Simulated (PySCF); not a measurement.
C₃H₈OSeSi.
Atom-mapped SMILES: `[OH:1][Si@@H:2]([SeH:3])[CH:4]1[CH2:5][CH2:6]1` (hydrogens: H7 on O1; H8 on Si2; H9 on Se3; H10 on C4; H11, H12 on C5; H13, H14 on C6)

The calculation used PySCF, PBE0-D3(BJ)/def2-SVP geometry optimisation, gas phase.

(1) Give the optimised bond lengths and angles.

Answers

(1) 
```tsv
bond	length (Å)	order
O1–Si2	1.665	single
Si2–Se3	2.296	single
Si2–C4	1.858	single
C4–C5	1.512	single
C5–C6	1.490	single
C4–C6	1.511	single
O1–H7	0.963	single
Si2–H8	1.486	single
Se3–H9	1.470	single
C4–H10	1.097	single
C5–H11	1.093	single
C5–H12	1.095	single
C6–H13	1.093	single
C6–H14	1.095	single
```

Orders are formal, as drawn. A selection of angles:
```tsv
angle	degrees
Si2–O1–H7	115.8
O1–Si2–Se3	112.5
O1–Si2–C4	112.7
O1–Si2–H8	103.9
Se3–Si2–C4	105.1
Se3–Si2–H8	109.9
C4–Si2–H8	112.9
Si2–Se3–H9	92.3
Si2–C4–C5	122.6
Si2–C4–C6	121.7
Si2–C4–H10	113.0
C5–C4–C6	59.1
C5–C4–H10	115.1
C6–C4–H10	115.3
C4–C5–C6	60.4
C4–C5–H11	117.4
C4–C5–H12	118.7
C6–C5–H11	118.5
C6–C5–H12	118.2
H11–C5–H12	113.7
C5–C6–H13	118.4
C5–C6–H14	118.0
C4–C6–C5	60.5
C4–C6–H13	117.4
C4–C6–H14	118.0
H13–C6–H14	114.3
```

Dihedral angles: O1–Si2–C4–C5 -96° (anticlinal); Si2–C4–C5–C6 -110° (anticlinal); Si2–C4–C6–C5 112° (anticlinal); H7–O1–Si2–Se3 -52° (synclinal); H9–Se3–Si2–O1 -72° (synclinal).

Si2 (oxygen-bound silicon) is distorted tetrahedral (angles from 103.9° to 112.9°). The C–C distances run from 1.490 Å (C5–C6, drawn single) to 1.512 Å (C4–C5, drawn single), a spread of 0.022 Å. The 3-membered ring C4–C5–C6 has internal angles of 59.1° to 60.5°. O1 (silanol oxygen) is bent (angle 115.8°). Of the pairs four or more bonds apart, Se3···H12 is among the closest relative to their van der Waals radii: 2.92 Å, 94 % of the sum of Bondi's values.

Point group: C1 (no symmetry element, even within 0.4 Å). No frequency check. One conformer, not necessarily the lowest (H–O1–Si2–Se3 -52°, O1–Si2–Se3–H -72°, O1–Si2–C4–C5 -96°).

Hardware: one thread of an Arm Neoverse V1, shared host. Cost: 1.7 min wall, 0.58 GiB resident at most. That covers the optimisation of the geometry.
